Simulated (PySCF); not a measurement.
Predicted microwave data (B3LYP/def2-SVPD in PySCF (dipole) on a GFN2-xTB geometry, gas phase) for one isomer of C4H8FNSi:

```
Rotational constants : A = 3213, B = 1350, C = 1062 MHz
Dipole components    : |μa| = 3.09 D, |μb| = 1.40 D, |μc| = 0.32 D
Inertial defect      : -55.76 u·Å²
κ                    : -0.73
```

Question: Which structure is it? (One computed conformer of each.)
A. `[CH2:1]=[CH:2][C:3](=[CH2:4])[Si@H:5]([NH2:6])[F:7]` with C1–C2–C3–C4 176°, C2–C3–Si5–N6 -69°, C3–Si5–N6–H -164° and 52°
B. `[N:1]#[C:2][CH2:3][C@H:4]([SiH3:5])[CH2:6][F:7]` with C2–C3–C4–Si5 -171°, C3–C4–C6–F7 70°

Answer: B. It is N#CC[C@H]([SiH3])CF, an asymmetric top, point group C1. The candidates at the same level (rigid rotor, commonest isotopes):

| SMILES | A (MHz) | B (MHz) | C (MHz) | μa (D) | μb (D) | μc (D) | Δ (u·Å²) | point group | rotor |
| --- | --- | --- | --- | --- | --- | --- | --- | --- | --- |
| C=CC(=C)[Si@H](N)F | 3083 | 1696 | 1232 | 1.59 | 1.47 | 0.28 | -51.69 | C1 | asymmetric top |
| N#CC[C@H]([SiH3])CF | 3213 | 1350 | 1062 | 3.09 | 1.40 | 0.32 | -55.76 | C1 | asymmetric top |

`C=CC(=C)[Si@H](N)F` has B 26 % too high. No structure here is proved a minimum.
